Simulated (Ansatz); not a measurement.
A made-up structure of HTeO$_{2}$ (charge -1), singlet:

```csv
atom,x (Å),y (Å),z (Å)
O1,0.1914,-0.3347,1.8780
Te2,-0.7592,0.5879,0.5842
O3,-0.1550,-0.3031,-1.1489
H4,-2.0132,1.7073,0.4093
```

It is relaxed with PBE-D4/def2-SVPD and then PBE0-D4/def2-TZVPD (Ansatz 0.2.0). Atoms count as bonded within 1.22 times the sum of their covalent radii (H–H: 0.88 Å). The end point is not checked to be a true minimum.

(1) Does its bonding change? (A judgement: the text doesn't fix the answer.)

Results:

(1) The calculation gives: No: no bond forms or breaks.

Where it ends: The first stage lowers the energy by 2.99 eV in 8 steps. It ends as HTeO₂ ([O][TeH][O]), total charge -1:
```csv
atom,x (Å),y (Å),z (Å)
O1,-0.1566,-0.2460,1.8824
Te2,-0.2628,0.8278,0.4064
O3,-0.3670,-0.2069,-1.0974
H4,-1.9495,1.2824,0.5314
```

Labels in which every atom is bracketed show which atoms are joined, not bond orders.

For scale, one of the runs: PBE0-D4/def2-TZVPD relaxation, 148 basis functions, launched by `ansatz run in.yaml --threads 2 --pin off --events-out ev --progress --plain --max-ram 4352MiB`. The run took about 22 s on 2 CPU threads of an Arm Neoverse V1 (shared host).
